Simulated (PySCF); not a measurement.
Predicted microwave data (PBE0-D3(BJ)/def2-SVP geometry optimisation, gas phase in PySCF 2.14.0) for one isomer of C4H8BFO2:

- Rotational constants: A = 4705, B = 1410, C = 1137 MHz
- Dipole components: |μa| = 0.53 D, |μb| = 0.05 D, |μc| = 0.04 D
- Inertial defect: -21.47 u·Å²
- κ: -0.85

Question: Which structure is it? (One computed conformer of each.)
A. `[CH3:1][CH2:2][C@@H:3]1[O:4][BH:5][O:6][C@H:7]1[F:8]` with C1–C2–C3–O4 -59°, C2–C3–O4–B5 -112°, C3–O4–B5–O6 -3°, O4–B5–O6–C7 -7°, B5–O6–C7–F8 -106°
B. `[CH3:1][B:2]1[O:3][CH2:4][CH:5]([F:6])[CH2:7][O:8]1` with C1–B2–O3–C4 180°, B2–O3–C4–C5 28°, O3–C4–C5–F6 -174°, C4–C5–C7–O8 53°
C. `[CH3:1][O:2][B:3](/[CH:4]=[CH:5]/[F:6])[O:7][CH3:8]` with C1–O2–B3–C4 0°, O2–B3–C4–C5 178°, O2–B3–O7–C8 1°
D. `[CH3:1][CH2:2][C@@H:3]1[O:4][BH:5][O:6][C@@H:7]1[F:8]` with C1–C2–C3–O4 -60°, C2–C3–O4–B5 -136°, C3–O4–B5–O6 3°, O4–B5–O6–C7 7°, B5–O6–C7–F8 106°

Answer: B. It is CB1OCC(F)CO1, an asymmetric top. The candidates at the same level (rigid rotor, commonest isotopes):

```json
{"SMILES": "CC[C@@H]1OBO[C@H]1F", "A (MHz)": "3608", "B (MHz)": "1574", "C (MHz)": "1274", "μa (D)": "2.00", "μb (D)": "1.14", "μc (D)": "0.87", "Δ (u·Å²)": "-64.52", "point group": "C1", "rotor": "asymmetric top"}
{"SMILES": "CC[C@@H]1OBO[C@@H]1F", "A (MHz)": "3483", "B (MHz)": "1736", "C (MHz)": "1279", "μa (D)": "1.45", "μb (D)": "0.48", "μc (D)": "1.63", "Δ (u·Å²)": "-41.14", "point group": "C1", "rotor": "asymmetric top"}
{"SMILES": "COB(/C=C/F)OC", "A (MHz)": "2688", "B (MHz)": "1205", "C (MHz)": "840.8", "μa (D)": "1.53", "μb (D)": "0.68", "μc (D)": "0.02", "Δ (u·Å²)": "-6.46", "point group": "–", "rotor": "asymmetric top"}
{"SMILES": "CB1OCC(F)CO1", "A (MHz)": "4705", "B (MHz)": "1410", "C (MHz)": "1137", "μa (D)": "0.53", "μb (D)": "0.05", "μc (D)": "0.04", "Δ (u·Å²)": "-21.47", "point group": "–", "rotor": "asymmetric top"}
```

`CC[C@@H]1OBO[C@H]1F` has A 23 % too low; `CC[C@@H]1OBO[C@@H]1F` has A 26 % too low; `COB(/C=C/F)OC` has A 43 % too low. No structure here is proved a minimum.
